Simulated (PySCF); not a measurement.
Caution: the restricted solution is unstable towards spin-unrestricted or complex orbitals, so a lower solution exists and this singlet may not be the ground state.  The multiplicity is imposed and other spin states were not computed.

B3LYP has the VWN-RPA correlation part, as in Gaussian. 

Z-matrix (Å, degrees):
```
Hf
O 1 1.9076
H 2 0.9600 1 156.17
O 1 1.9076 2 132.95 3 0.07
H 4 0.9600 1 156.16 2 -0.07
```
Charge 0, multiplicity 1.

Problem. Predict the total energy, LUMO, charge on the central atom (Mulliken), HOMO and dipole moment from B3LYP-D3(BJ)/def2-TZVP // r2SCAN-D4/def2-SVP (PySCF).

Solution. 
```yaml
total_energy: -199.8285 Ha
LUMO: -1.82 eV
charge on the central atom (Mulliken): 0.67 e
HOMO: -4.67 eV
dipole_moment: 0.454 e·Å
```
